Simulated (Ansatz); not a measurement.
```xyz
13

C    -0.3306    0.9317   -1.0900
N    -0.1245    0.1435    0.0998
C     0.9452    0.6279    0.9368
Si   -0.6273   -1.4972    0.1705
H     0.5429    0.9280   -1.7599
H    -0.5382    1.9762   -0.8260
H    -1.1873    0.5560   -1.6540
H     0.7583    1.6675    1.2336
H     1.9248    0.5990    0.4353
H     1.0176    0.0310    1.8487
H     0.2637   -2.4715   -0.5357
H    -1.9704   -1.5918   -0.4600
H    -0.6741   -1.9003    1.6008
```

Charge 0, multiplicity 1.

(1) List the PBE/def2-TZVPP orbital energies in eV (Ansatz). (Estimate.)

Answers

(1) Ansatz gave: Occupied: -1779.46, -380.29, -269.53, -269.53, -137.18, -93.93, -93.91, -93.89, -22.51, -17.61, -15.57, -13.12, -11.24, -11.10, -10.96, -9.49, -9.05, -8.52, -8.10, -8.09, -5.09. Lowest empty: -0.28, 0.68, 0.74, 1.15, 1.50, 1.79, 2.11, 2.31.
